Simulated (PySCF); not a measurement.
C3H4BFO3.
Atom-mapped SMILES: `[OH:1][B@H-:2]1[O:3][C:4]([F:5])=[CH:6][CH:7]=[O+:8]1` (hydrogens: H9 on O1; H10 on B2; H11 on C6; H12 on C7)

Level of theory: CAM-B3LYP/def2-SV(P) geometry optimisation, gas phase in PySCF.

Give the optimised bond lengths and angles.

| bond | length (Å) | order |
| --- | --- | --- |
| O1–B2 | 1.392 | single |
| B2–O3 | 1.608 | single |
| O3–C4 | 1.242 | single |
| C4–F5 | 1.310 | single |
| C4=C6 | 1.399 | double |
| C6–C7 | 1.382 | single |
| C7=O8 | 1.275 | double |
| B2–O8 | 1.513 | single |
| O1–H9 | 0.965 | single |
| B2–H10 | 1.217 | single |
| C6–H11 | 1.087 | single |
| C7–H12 | 1.099 | single |

Orders are formal, as drawn. A selection of angles:
| angle | degrees |
| --- | --- |
| O1–B2–O3 | 107.5 |
| O1–B2–O8 | 108.2 |
| O3–B2–O8 | 103.9 |
| B2–O3–C4 | 120.6 |
| O3–C4–F5 | 116.2 |
| O3–C4–C6 | 125.3 |
| F5–C4–C6 | 118.5 |
| C4–C6–C7 | 115.2 |
| C6–C7–O8 | 124.4 |
| B2–O8–C7 | 123.0 |
| H9–O1–B2 | 112.2 |

Torsions: O1–B2–O3–C4 86° (synclinal); B2–O3–C4–F5 -167° (antiperiplanar); O3–C4–C6–C7 4° (synperiplanar); C4–C6–C7–O8 -5° (synperiplanar); C6–C7–O8–B2 -14° (synperiplanar); O1–B2–O8–C7 -85° (synclinal); H9–O1–B2–O3 103° (anticlinal).

B2 (four-coordinate boron) is distorted tetrahedral (angles from 103.9° to 119.8°). The 2 C–O bonds span 1.242 Å (O3–C4, drawn single in a drawing that doesn't fit all lengths) to 1.275 Å (C7=O8, drawn double in a drawing that doesn't fit all lengths), a spread of 0.033 Å. The B–O distances run from 1.392 Å (O1–B2, drawn single in a drawing that doesn't fit all lengths) to 1.608 Å (B2–O3, drawn single in a drawing that doesn't fit all lengths), a spread of 0.216 Å. The 6-membered ring B2–O3–C4–C6–C7–O8 has internal angles of 103.9° to 125.3° (sum 712°, against 720° for a flat polygon); it is puckered, 0.11 Å rms from its mean plane, widest ring torsion 29°.

Point group: C1 (no symmetry element, even within 0.4 Å). Stationary, but not proved a minimum. The numbers are those of one conformer (H–O1–B2–O3 103°, O1–B2–O3–C4 86°, B2–O3–C4–F5 -167°, C4–C6–C7–O8 -5°, O1–B2–O8–C7 -85°).

Hardware: one thread, Arm Neoverse V1 (aarch64), no GPU, shared host. Cost: 58 s wall, 0.57 GiB resident at most. That covers the optimisation of the geometry.
